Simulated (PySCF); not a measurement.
CH11NOSi3, SMILES [SiH2](N)O[Si@@H](C)[SiH3]. Atoms are numbered in the order given.

```xyz
17

C     -2.0977    -1.7489     0.5009
Si    -1.1214    -0.4556    -0.4476
Si    -1.1837     1.6147     0.6825
O      0.4544    -0.9768    -0.6162
Si     2.0313    -0.4495    -0.4911
N      2.2124     1.0244     0.3841
H     -3.1582    -1.4579     0.5765
H     -2.0424    -2.7231    -0.0113
H     -1.6997    -1.8744     1.5203
H     -1.7217    -0.2771    -1.8057
H     -0.5599     1.5149     2.0374
H     -2.6089     2.0321     0.8753
H     -0.4971     2.7029    -0.0771
H      2.5545    -0.2128    -1.8622
H      2.7783    -1.5161     0.2223
H      2.0982     1.9349    -0.0475
H      2.1554     1.0785     1.3953
```

Geometry optimised at B3LYP-D3(BJ)/def2-SVP. The structure was generated by enumeration; whether it is a known compound was not checked. One conformer was computed; it need not be the lowest.

Two levels are set side by side: PBE/pcSseg-1 (PySCF) and B3LYP/pcSseg-1 (PySCF). GIAO shifts against H2O (¹⁷O), NH3 (¹⁵N), TMS (²⁹Si), TMS (¹H), TMS (¹³C) at the same level; non-relativistic, no solvent, atoms listed together averaged. Differences are taken from unrounded values.

```json
[
 {"quantity": "δ(¹³C) of C1 (ppm)", "B3LYP": "4.1"},
 {"quantity": "δ(²⁹Si) of Si2 (ppm)", "B3LYP": "-9.6"},
 {"quantity": "δ(²⁹Si) of Si3 (ppm)", "B3LYP": "-103.5"},
 {"quantity": "δ(¹⁷O) of O4 (ppm)", "B3LYP": "82.3"},
 {"quantity": "δ(²⁹Si) of Si5 (ppm)", "B3LYP": "-43.3"},
 {"quantity": "δ(¹⁵N) of N6 (ppm)", "B3LYP": "47.2"},
 {"quantity": "δ(¹H) of H10 (ppm)", "B3LYP": "5.59"},
 {"quantity": "δ(¹H) of H14, H15 (ppm)", "B3LYP": "4.95"},
 {"quantity": "δ(¹H) of H16, H17 (ppm)", "B3LYP": "1.47"}
]
```

### Question
What does PBE give, and how far is it from B3LYP? (Estimate from the structure and the level; the computed values follow.)

### Answer

```csv
quantity,PBE,PBE minus B3LYP
δ(¹³C) of C1 (ppm),4.4,0.3
δ(²⁹Si) of Si2 (ppm),-8.0,1.6
δ(²⁹Si) of Si3 (ppm),-110.0,-6.5
δ(¹⁷O) of O4 (ppm),92.7,10.4
δ(²⁹Si) of Si5 (ppm),-39.0,4.3
δ(¹⁵N) of N6 (ppm),52.6,5.5
δ(¹H) of H10 (ppm),5.96,0.37
"δ(¹H) of H14, H15 (ppm)",5.26,0.31
"δ(¹H) of H16, H17 (ppm)",1.55,0.08
```

Rough cost on one machine, each run with all the roots and properties that it gave: B3LYP against PBE within a factor of 2.
